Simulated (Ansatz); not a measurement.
Mg₇S₆Cl₂, relaxed as a singlet with RKS PBE-D4/def2-SVP in Ansatz, starting from the GFN1-xTB geometry. Force threshold 0.03 eV/Å.

Another isomer (singlet) lies 1.16 eV lower at PBE0-D4/def2-SVP; other spin states weren't run for this one.

Start:

```xyz
15

Cl   -1.841    3.849    2.998
Cl    1.891   -1.687    1.179
Mg   -0.239   -0.523    2.768
Mg    0.211   -3.701    2.146
Mg   -1.120    3.342    0.964
Mg   -0.626    3.113   -2.564
Mg    1.194   -3.329   -0.927
Mg    0.443    0.131   -3.793
Mg    0.832   -0.056   -0.345
S    -0.677   -2.450    3.792
S    -1.109    4.518   -0.950
S    -0.281    1.147    1.173
S     1.051   -1.377   -2.205
S     0.547   -5.032    0.322
S    -0.276    2.054   -4.558
```

Problem. Estimate the energy that the relaxation releases and the steps that it takes.

Solution. 2.35 eV, in 24 steps; 5.3 min on 4 threads of Arm Neoverse N1 on a shared host. The force fell under the threshold at step 20, but the optimiser went on and released 0.007 eV more. No frequencies were taken in this run, so the end may be a saddle point.

Problem. Does the start keep its bonding and symmetry?

Solution. Bonds formed: Cl1–Mg3, Mg8–S12 (atoms count from 1).

Problem. Predict the relaxed structure.

Solution. 
```xyz
15

Cl   -1.487    2.526    2.908
Cl    2.490   -2.271    1.359
Mg   -0.890    0.250    2.369
Mg   -0.313   -3.119    1.740
Mg   -0.826    3.197    0.711
Mg   -1.325    3.158   -2.545
Mg    1.507   -3.171   -0.945
Mg    0.112    0.116   -2.279
Mg    2.192   -0.322    0.074
S    -1.036   -1.754    3.467
S    -1.273    4.779   -0.897
S     0.173    0.960    0.207
S     2.180   -1.187   -2.153
S    -0.287   -4.399   -0.212
S    -1.216    1.237   -3.805
```
Bond lengths (bridged metal pairs left out): 15 × Mg–S 2.29 to 2.63 Å; 4 × Cl–Mg 2.35 to 2.66 Å.
